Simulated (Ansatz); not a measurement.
**Strength of the C–Ga bond: C3H9GaS2 → C3H7 + Ga(SH)2**

Species: C3H9GaS2 `C[CH](C)[Ga]([SH])[SH]`, singlet; C3H7 `C[CH]C`, doublet; Ga(SH)2, doublet. 

Shapes, held fixed at every level: PBE0-D4/def2-TZVP. Flexible molecules stand in one conformer, not always the lowest. Programs: Ansatz 0.2.0. Electronic energies: no zero-point or thermal term.

(1) Estimate ΔE of this reaction.

Answers

(1) The highest level, CCSD(T)/def2-TZVPP, gives ΔE = +301.6 kJ/mol; the levels span +273.9 to +322.5. The column of differences is taken from that level and isn't an error. No measured value is set beside it here. Open shells run unrestricted unless RO is named. Relativity is left out for Ga unless named. Correlated rows may include outer-core shells of Ga, which these sets cover unevenly.

| level | kind | ΔE (kJ/mol) | less CCSD(T)/def2-TZVPP |
| --- | --- | --- | --- |
| PBE-D4/def2-TZVPP | GGA | +277.7 | -23.9 |
| PBE0-D4/def2-TZVPP | global hybrid | +280.6 | -21.0 |
| wB97X-V/def2-TZVPP | range-separated hybrid | +298.8 | -2.8 |
| B2PLYP/def2-TZVPP | double hybrid | +273.9 | -27.7 |
| MP2/def2-TZVPP | perturbation theory | +322.5 | +20.9 |
| CCSD/def2-TZVPP | coupled cluster or CI | +290.2 | -11.4 |
| CCSD(T)/def2-TZVPP | coupled cluster or CI | +301.6 | 0.0 |
